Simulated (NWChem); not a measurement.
System: sulfur trioxide (SO3); SMILES O=S(=O)=O

NWChem input:

```
start job
memory heap 200 mb stack 900 mb global 1100 mb
geometry units angstroms noautoz
  O     -1.019236    -1.019236     0.000000
  S      0.000000     0.000000     0.000000
  O     -0.373066     1.392302     0.000000
  O      1.392302    -0.373066     0.000000
end
basis spherical
  * library 6-311++g**
end
dft
  xc b3lyp
  iterations 150
  mulliken
end
task dft energy
```

Structure relaxed at the PBE0/def2-SVP level. B3LYP is NWChem's, with the RPA form of VWN correlation.

What results follow from this input? (B3LYP/6-311++G** (spherical d).) Quantities: basis functions; energy (Ha); highest occupied level (eV); orbital gap (eV).


```json
{
  "number_of_basis_functions": "96",
  "energy (Ha)": "-623.86",
  "highest occupied level (eV)": "-9.86",
  "orbital gap (eV)": "6.54"
}
```
